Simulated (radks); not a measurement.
The numbers below are computed, except where a source is named.
All-electron atom: Ru in [Kr] 4d6 5p2 (not the ground configuration).

Code: a radial shooting solver on a logarithmic mesh with Libxc functionals. Model: scalar-relativistic Kohn-Sham, PBE, spin-polarised, spherical densities, point nucleus; open shells are filled with parallel spins first (spin-orbit coupling, left out, can overturn this in heavy ions).

Energy parts (eV):
total: -123282.084
kinetic: 127487.575
electron-nucleus: -297159.688
Hartree: 50016.431
exchange-correlation: -3626.401

Orbitals (lengths in bohr, moments of r in powers of bohr; r(90%) holds 90 % of the orbital's charge):
| orbital | occ. | eigenvalue (eV) | r(90%) |
|---|---|---|---|
| 1s up | 1 | -21943.31 | 0.0599 |
| 1s down | 1 | -21943.30 | 0.0599 |
| 2s up | 1 | -3160.307 | 0.225 |
| 2s down | 1 | -3159.737 | 0.225 |
| 2p up | 3 | -2830.914 | 0.207 |
| 2p down | 3 | -2830.475 | 0.207 |
| 3s up | 1 | -561.4478 | 0.594 |
| 3s down | 1 | -561.1442 | 0.594 |
| 3p up | 3 | -453.2471 | 0.608 |
| 3p down | 3 | -452.9002 | 0.608 |
| 3d up | 5 | -279.2434 | 0.611 |
| 3d down | 5 | -278.7088 | 0.611 |
| 4s up | 1 | -83.3374 | 1.48 |
| 4s down | 1 | -80.5933 | 1.47 |
| 4p up | 3 | -53.3169 | 1.66 |
| 4p down | 3 | -50.3809 | 1.65 |
| 4d up | 5 | -11.2858 | 2.49 |
| 4d down | 1 | -8.2264 | 2.56 |
| 5p up | 2 | -3.0944 | 6.13 |

The highest occupied level is 5p up at -3.094 eV. Summed over all electrons, <r^2> = 70.08 bohr^2, which gives a Langevin (diamagnetic) susceptibility term of -55.5 x 10^-6 cm^3/mol.
